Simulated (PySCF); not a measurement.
Species: C₅H₇FOSi.
SMILES: `C=C[SiH2]/C(F)=C\C=O`

Method used: TDDFT wB97X-D/def2-SVPD, vertical, gas phase, core orbitals frozen in the response (PySCF). Geometry: GFN2-xTB, one conformer, isolated molecule. Torsions of this conformer, `[CH2:1]=[CH:2][SiH2:3]/[C:4]([F:5])=[CH:6]\[CH:7]=[O:8]`: C1–C2–Si3–C4 -178°, C2–Si3–C4–F5 -110°, C4–C6–C7–O8 0°.

Broadening: Gaussians 0.3 eV wide at half height, area fixed by f = 4.319×10⁻⁹ ∫ε dν̃. The width is an assumption, not a result. The curve ends short of the highest state used, and states not computed would add to its high-energy end.

E (eV), ε (L mol⁻¹ cm⁻¹) and a bar:
```
     3.43          0 
     3.52          0 
     3.61          1 
     3.70          2 
     3.79          5 
     3.88          6 
     3.97          5 
     4.06          2 
     4.15          1 
     4.24          0 
     4.33          0 
     4.42          0 
     4.51          0 
     4.60          0 
     4.69          0 
     4.78          2 
     4.87         29 
     4.96        217 #
     5.05        981 ###
     5.14       2814 #######
     5.23       5525 ##############
     5.32       8533 ######################
     5.41      11260 #############################
     5.50      11580 ##############################
     5.59       8130 #####################
     5.68       3737 ##########
     5.77       1364 ####
     5.86        731 ##
     5.95        571 #
     6.04        644 ##
     6.13       1448 ####
     6.22       2954 ########
     6.31       3839 ##########
     6.40       3054 ########
     6.49       1561 ####
     6.58        902 ##
```

Problem. Locate the maxima and give the states behind the curve.

Solution. 320 nm (3.88 eV), ε about 6.3, made up of S1 (100%); 227 nm (5.46 eV), ε about 12000, made up of S2 (12%) and S3 (88%); 196 nm (6.31 eV), ε about 3800, made up of S5 (100%) (ε in L mol⁻¹ cm⁻¹; maxima over ε = 5, shares over 10%). At its high-energy end, 6.58 eV, the curve is still rising (ε about 900, from S5, S6 and S7). The states used: S1 3.88 eV (f 0.0001); S2 5.27 eV (f 0.050); S3 5.49 eV (f 0.119); S4 5.88 eV (f 0.0063); S5 6.31 eV (f 0.043); S6 6.80 eV (f 0.015); S7 6.90 eV (f 0.035); S8 7.18 eV (f 0.365).

Problem. Coming from long wavelengths, where does ε first pass 100 L mol⁻¹ cm⁻¹?

Solution. At about 252 nm (4.92 eV), 1.05 eV above S1.

Problem. What would ε be at 5.46 eV, the highest of these maxima, with half the width (0.15 eV)?

Solution. About 19100 L mol⁻¹ cm⁻¹ against 11900, a factor of about 1.6; a lone state at its own centre would give exactly 2.

Problem. On this curve, what absorbance would a 10⁻⁴ mol/L sample give at 254 nm over a 1 cm path?

Solution. 254 nm is 4.881 eV, where ε is about 39 L mol⁻¹ cm⁻¹, so A = ε c l ≈ 0.0039 (Beer–Lambert, with the gas-phase spectrum and the assumed width).
